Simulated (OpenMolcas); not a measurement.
# Sn: effect of the basis set

* Program: OpenMolcas
* Method: SS-CASPT2, IPEA 0.25 Eh, imaginary shift 0.1 Eh (closed shells correlated: 4d 5s)
* Active space: 2 electrons in 3 orbitals (5p)
* State averaging: 2S+1 = 3 even, 3 roots; 2S+1 = 1 even, 6 roots
* Spin-orbit coupling: RASSI with atomic mean-field integrals over the reference wave functions, term energies averaged over their components

A. ANO-R1 [6s5p3d1f], X2C, finite nucleus; CASPT2 step about 1 core-seconds
B. ANO-RCC-VDZP [6s5p3d1f], DKH2, point nucleus; CASPT2 step about 0.6 core-seconds
C. ANO-R2 [7s6p4d2f1g], X2C, finite nucleus; CASPT2 step about 0.9 core-seconds
D. ANO-RCC-VTZP [7s6p4d2f1g], DKH2, point nucleus; CASPT2 step roughly 1.1 core-seconds
E. ANO-RCC-VQZP [8s7p5d3f2g], DKH2, point nucleus; CASPT2 step roughly 2.5 core-seconds
F. ANO-R3 [8s7p5d3f2g1h], X2C, finite nucleus; CASPT2 step of the order of 4 core-seconds

Energies in cm-1 above 5s2 5p2 3P0, the measured ground level; measured values from NIST Handbook of Basic Atomic Spectroscopic Data.

```json
{"Level": "5s2 5p2 3P0", "A": "0.0", "B": "0.0", "C": "0.0", "D": "0.0", "E": "0.0", "F": "0.0", "Measured": "0.0"}
{"Level": "5s2 5p2 3P1", "A": "1329", "B": "1401", "C": "1446", "D": "1429", "E": "1474", "F": "1444", "Measured": "1692"}
{"Level": "5s2 5p2 3P2", "A": "3000", "B": "3110", "C": "3100", "D": "3050", "E": "3070", "F": "3050", "Measured": "3428"}
{"Level": "5s2 5p2 1D2", "A": "10060", "B": "9780", "C": "9080", "D": "8780", "E": "8290", "F": "8440", "Measured": "8613"}
{"Level": "5s2 5p2 1S0", "A": "20200", "B": "19470", "C": "18210", "D": "17590", "E": "16720", "F": "16980", "Measured": "17162"}
```

Deviations, from unrounded energies. A percentage is the sum of absolute deviations over the sum of measured energies, with the sign that they share, or ± where signs differ.

```json
{"Against measurement": "mean absolute deviation (cm-1)", "Levels": "4", "A": "1300", "B": "1000", "C": "520", "D": "310", "E": "330", "F": "250"}
{"Against measurement": "fine structure of the ground term (%)", "Levels": "2", "A": "-15.4", "B": "-11.9", "C": "-11.3", "D": "-12.5", "E": "-11.2", "F": "-12.2"}
{"Against measurement": "other terms of the ground configuration (%)", "Levels": "2", "A": "+17.4", "B": "+13.5", "C": "+5.9", "D": "+2.3", "E": "-3.0", "F": "-1.4"}
```

F lies closest to measurement on these levels and A furthest from it. The largest miss of F in the table is 5s2 5p2 3P2, by -380 cm-1. The ranking rests on the paired levels alone, and a cruder setting can come out closer through cancelling errors.

Among A to F the level of the table that moves most is 5s2 5p2 1S0, by 3500 cm-1 (lowest in E, highest in A). Moves below CASPT2's spread within the term are not significant.

CASPT2 breaks the degeneracy within a term, and the mean is taken; among the terms shown or strongly mixed into the levels shown the widest spread is 87 cm-1 (5s2 5p2 1D, A). With the s shell closed, the reference lacks s² → p² mixing. Some terms miss by over 15 % even with CASPT2, which points to a basis or an active space too small for the shells correlated (holds for A). Computed and measured levels are paired by configuration, term and J; levels that our copy of the source lacks, or whose pairing is in doubt (as where it misses far off the trend of its configuration), stay unpaired and out of the deviations. Levels of configurations outside the active space are missing.
